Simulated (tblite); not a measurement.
Species: C4H13BSSi2.
Bonds: C1–B2, B2–C3, C3–Si4, Si4–S5, S5–Si6, C3–C7, C7–C8, C3–C8. Hydrogens: H9, H10, H11 on C1; H12 on B2; H13, H14 on Si4; H15, H16, H17 on Si6; H18, H19 on C7; H20, H21 on C8.

Computed with GFN2-xTB (tblite), gas phase: L-BFGS steps from a force-field or distance-geometry start until the largest atomic force falls under 0.01 eV/Å.

At the end of the run (lengths in Å): C7–C8 1.478, C7–H18 1.080, B2–C3 1.556, C8–H21 1.080, C8–H20 1.081, C1–H9 1.087, C1–H10 1.089, Si4–S5–Si6 103.9°, B2–C3–Si4 121.4°, B2–C3–C7 114.9°, B2–C3–C8 117.8°, C1–B2–C3–Si4 16°, B2–C3–Si4–S5 52°, C3–Si4–S5–Si6 43°, H12–B2–C3–Si4 -164°, H12–B2–C1–H9 -9°.

Question: These geometries were met on the way; a selection of coordinates is given. Order them by energy above the end point, lowest first.
A. C7–C8 1.497, C7–H18 1.082, B2–C3 1.565, C8–H21 1.083, C8–H20 1.083, C1–H9 1.087, C1–H10 1.090, Si4–S5–Si6 97.5°, B2–C3–Si4 116.4°, B2–C3–C7 120.0°, B2–C3–C8 119.7°, C1–B2–C3–Si4 79°, B2–C3–Si4–S5 49°, C3–Si4–S5–Si6 64°, H12–B2–C3–Si4 -103°, H12–B2–C1–H9 1°
B. C7–C8 1.480, C7–H18 1.073, B2–C3 1.558, C8–H21 1.073, C8–H20 1.075, C1–H9 1.081, C1–H10 1.086, Si4–S5–Si6 94.7°, B2–C3–Si4 117.6°, B2–C3–C7 118.5°, B2–C3–C8 119.1°, C1–B2–C3–Si4 78°, B2–C3–Si4–S5 48°, C3–Si4–S5–Si6 66°, H12–B2–C3–Si4 -102°, H12–B2–C1–H9 0°
C. C7–C8 1.529, C7–H18 1.118, B2–C3 1.592, C8–H21 1.112, C8–H20 1.109, C1–H9 1.113, C1–H10 1.113, Si4–S5–Si6 93.4°, B2–C3–Si4 119.2°, B2–C3–C7 114.9°, B2–C3–C8 117.1°, C1–B2–C3–Si4 75°, B2–C3–Si4–S5 49°, C3–Si4–S5–Si6 67°, H12–B2–C3–Si4 -100°, H12–B2–C1–H9 -2°
D. C7–C8 1.495, C7–H18 1.082, B2–C3 1.560, C8–H21 1.082, C8–H20 1.083, C1–H9 1.086, C1–H10 1.088, Si4–S5–Si6 102.2°, B2–C3–Si4 113.1°, B2–C3–C7 122.8°, B2–C3–C8 121.9°, C1–B2–C3–Si4 80°, B2–C3–Si4–S5 51°, C3–Si4–S5–Si6 61°, H12–B2–C3–Si4 -97°, H12–B2–C1–H9 -7°
E. C7–C8 1.494, C7–H18 1.080, B2–C3 1.557, C8–H21 1.081, C8–H20 1.082, C1–H9 1.089, C1–H10 1.088, Si4–S5–Si6 104.1°, B2–C3–Si4 112.6°, B2–C3–C7 122.1°, B2–C3–C8 122.4°, C1–B2–C3–Si4 74°, B2–C3–Si4–S5 50°, C3–Si4–S5–Si6 54°, H12–B2–C3–Si4 -103°, H12–B2–C1–H9 -43°

Answer: E (0.045 eV), D (0.074 eV), A (0.122 eV), B (0.204 eV), C (0.464 eV).

```
step  E above end (eV)  rms distance from the end, all atoms (Å)  largest force (eV/Å)  rms shift of all bonds from the end (Å)
 118             0.045                                     0.627                 0.025                                    0.007
  25             0.074                                     0.791                 0.091                                    0.007
   8             0.122                                     0.804                 0.146                                    0.008
   2             0.204                                     0.806                 0.442                                    0.009
   0             0.464                                     0.811                 1.406                                    0.023
```

Rows stand in the order of the answer.
